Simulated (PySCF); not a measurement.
PySCF input file for SnHCl2Br, SMILES [Cl][SnH]([Br])[Cl], PBE-D3(BJ)/def2-SVP. Coordinates come from a PBE-D3(BJ)/def2-SVP optimisation. The structure was generated by enumeration; whether it is a known compound was not checked. The def2 effective core potentials stand for the cores of Sn; spin–orbit coupling is left out.

```python
import numpy as np
from pyscf import gto, scf, dft, df
from pyscf.hessian import thermo

mol = gto.M(
    atom='''
    Sn   -0.41217088   -0.44471769   -0.00000000
    Cl   -1.42972821    0.50798051    1.89652369
    Cl   -1.42972819    0.50798051   -1.89652369
    Br    1.99533005    0.20333161    0.00000001
    H    -0.61724861   -2.15205912   -0.00000000
    ''',
    basis='def2-SVP',
    ecp={'Sn': 'def2-svp'},
    charge=0,
    spin=0,
    max_memory=1600,
    verbose=3,
)
mf = dft.RKS(mol, xc='pbe').density_fit(auxbasis='def2-universal-jkfit')
mf.disp = 'd3bj'
mf.grids.level = 3
mf.conv_tol = 1e-11
mf.max_cycle = 100
mf.kernel()

# [left out here: the lines that compute and print the analytic Hessian (its translational invariance restored by hand, since the grid's response is missing), thermochemistry and intensities]
```

Log of the run:

```
converged SCF energy = -3708.21327495714

WARN: DFTD3 does not support analytical Hessian, using finite difference


WARN: Mole.unit (angstrom) is changed to Bohr

Mode                                 0                   1                   2
Irrep
Freq [cm^-1]                       84.5654             96.9688            115.1120
Reduced mass [au]                  43.8548             35.8246             43.1006
Force const [Dyne/A]                0.1848              0.1985              0.3365
Char temp [K]                     121.6708            139.5165            165.6206
Normal mode                   x     y     z       x     y     z       x     y     z
       0  Sn                -0.00 -0.00 -0.04    0.02  0.02 -0.00   -0.01  0.05 -0.00
       1  Cl                 0.09  0.02 -0.00   -0.09 -0.01 -0.05    0.00 -0.06  0.07
       2  Cl                -0.09 -0.02 -0.00   -0.09 -0.01  0.05    0.00 -0.06 -0.07
       3  Br                -0.00  0.00  0.06    0.04 -0.02  0.00    0.01 -0.02  0.00
       4   H                -0.00 -0.00 -0.05    0.07  0.01 -0.00    0.00  0.05 -0.00
Mode                                 3                   4                   5
Irrep
Freq [cm^-1]                      255.8449            363.3712            377.8116
Reduced mass [au]                  68.8462             40.2943             44.1835
Force const [Dyne/A]                2.6551              3.1347              3.7159
Char temp [K]                     368.1039            522.8103            543.5868
Normal mode                   x     y     z       x     y     z       x     y     z
       0  Sn                 0.05  0.02 -0.00    0.03 -0.03  0.00    0.00 -0.00 -0.05
       1  Cl                 0.01 -0.01 -0.02   -0.05  0.04  0.08   -0.04  0.04  0.08
       2  Cl                 0.01 -0.01  0.02   -0.05  0.04 -0.08    0.04 -0.04  0.08
       3  Br                -0.08 -0.02  0.00   -0.01 -0.00 -0.00    0.00  0.00  0.00
       4   H                 0.05  0.02 -0.00   -0.01 -0.02  0.00    0.00  0.00  0.01
Mode                                 6                   7                   8
Irrep
Freq [cm^-1]                      523.2182            535.2757           1878.7264
Reduced mass [au]                   1.0279              1.0299              1.0164
Force const [Dyne/A]                0.1658              0.1739              2.1136
Char temp [K]                     752.7944            770.1426           2703.0691
Normal mode                   x     y     z       x     y     z       x     y     z
       0  Sn                 0.01  0.00 -0.00   -0.00  0.00  0.01   -0.00 -0.01  0.00
       1  Cl                -0.00 -0.01 -0.01   -0.00  0.01  0.00   -0.00 -0.00  0.00
       2  Cl                -0.00 -0.01  0.01    0.00 -0.01  0.00   -0.00 -0.00 -0.00
       3  Br                 0.00  0.01 -0.00    0.00 -0.00 -0.00    0.00 -0.00  0.00
       4   H                -0.98  0.12 -0.00    0.00 -0.00 -0.99    0.12  0.98 -0.00
temperature 298.1500 [K]
pressure 101325.00 [Pa]
Rotational constants [GHz] 1.65865 0.94808 0.68443
Symmetry number 1
Zero-point energy (ZPE) 0.00964 [Eh]   25306.368 [J/mol]
                           tot       elec      trans        rot        vib
Entropy [J/mol/K]       369.313      0.000    178.592    125.857     64.865
Cv [J/mol/K]             79.568      0.000     12.472     12.472     54.624
Cp [J/mol/K]             87.882      0.000     20.786     12.472     54.624
Internal energy [J/mol]                      3718.434   3718.434  35219.066
Internal energy [Eh]   -3708.19703  -3708.21327
Enthalpy [J/mol]                             6197.391   3718.434  35219.066
Enthalpy [Eh]          -3708.19608
Gibbs free energy [J/mol]                  -47049.723 -33805.682  15879.577
Gibbs free energy [Eh] -3708.23802
mode   freq/cm-1   IR/(km/mol)
   1       84.57         1.324
   2       96.97         3.185
   3      115.11         6.457
   4      255.84        23.007
   5      363.37        36.092
   6      377.81        56.430
   7      523.22        76.175
   8      535.28        55.265
   9     1878.73        69.741
max |gradient| / (hartree/bohr): 9.913832779570808e-05
APT charges: [ 1.7072 -0.501  -0.501  -0.4521 -0.2532]
```

Self-consistency was reached.

Cost: around 60 core-seconds (rough).
